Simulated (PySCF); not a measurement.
**Xe: ionisation energy**

Xe [Xe] (1S) → Xe⁺ [Kr] 4d10 5s2 5p5 (2P), as a difference of total energies. Calculation: PySCF 2.14, in aug-cc-pVTZ-DK3 (8s7p5d2f, 68 functions); scalar relativity by spin-free X2C-1e. Correlated levels: valence: [Kr] 4d10 frozen. The calculations carry no spin-orbit coupling.

Problem. Order these methods by the ionisation energy they give, lowest first.
A. wB97X-V
B. LDA
C. PBE
D. PBE0

Solution. C (12.342 eV), D (12.404 eV), A (12.425 eV), B (12.641 eV).

Errors of the correlated levels include the incompleteness of this basis and the frozen core.

For comparison: 12.565 eV (measured; NIST levels, between the centres of gravity of the two terms).
